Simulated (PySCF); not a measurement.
# Dipole response of Hf²⁺ (hafnium, charge +2)

[Xe] 4f14 5d2, high-spin 3F determinant. Calculation: PySCF 2.14, in ANO-RCC-VTZP (8s7p5d3f2g1h, 104 functions); the spin-free X2C one-electron Hamiltonian (Gaussian nucleus). Coupled (time-dependent) response in atomic units; α is the mean over directions. The basis has no added diffuse functions, which lowers α and C₆.

```csv
method,mean α (bohr³),"α xx, yy, zz",C₆ (like pair),S(−4)
BP86,13.50,"13.49, 13.49, 13.52",65.94,209.8
```

S(−4) is the Cauchy moment in α(ω) = α(0) + S(−4) ω² + …

Spin-orbit coupling is absent.

α(iu) at BP86:

```csv
u (hartree),α(iu) (bohr³)
0,13.50
0.0500,13.01
0.100,11.83
0.200,9.307
0.300,7.623
0.500,5.869
0.750,4.703
1.00,3.897
1.50,2.782
2.00,2.072
3.00,1.284
5.00,0.6531
```

A single London oscillator, α(iu) = α/(1 + u²/ω²), gives C₆ = (3/4) ω α². Matching the computed C₆ needs ω = 4 × 65.94 / (3 × 13.50²) = 0.482 hartree.

For an ion, C₆ is the dispersion term alone; charge-induced terms of lower order in 1/R come first.

The components differ because the open shell of this determinant is not spherical; for a pure term their mean is the scalar polarisability.

Spin-orbit coupling, absent here, splits the open shell strongly.
